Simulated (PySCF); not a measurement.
Ge(NH2)(SiH3) (GeH5NSi), SMILES [NH2][Ge][SiH3] (connectivity only; charge and spin as stated), neutral, multiplicity 1. Atoms are numbered in the order given.

```xyz
8

Ge     0.4855     0.6447     0.0000
N     -1.2705     1.1891     0.0000
H     -1.5192     2.1835     0.0000
H     -2.1018     0.5888     0.0000
Si    -0.1537    -1.7692     0.0000
H      0.3930    -2.4934     1.2094
H      0.3930    -2.4934    -1.2094
H     -1.6565    -1.9722     0.0000
```

Geometry optimised at PBE-D3(BJ)/def2-SVP. One conformer was computed; it need not be the lowest.

Level of theory: PBE0/def2-TZVPD (PySCF).

The molecule is in vacuum.

Computed frontier levels, gap, dipole moment and polarisability:
```json
{
 "highest_occupied_level": "-6.28 eV",
 "lowest_empty_level": "-2.12 eV",
 "orbital_gap": "4.16 eV",
 "dipole_moment": "0.359 e·Å",
 "quadrupole, principal values (traceless, Buckingham form, about the centre of nuclear charge)": "-5.24, -0.15, 5.39 D·Å",
 "mean_static_polarisability": "81.4 bohr³ (12.06 Å³)",
 "polarisability_principal_values": "61.9, 77.5, 104.7 bohr³"
}
```
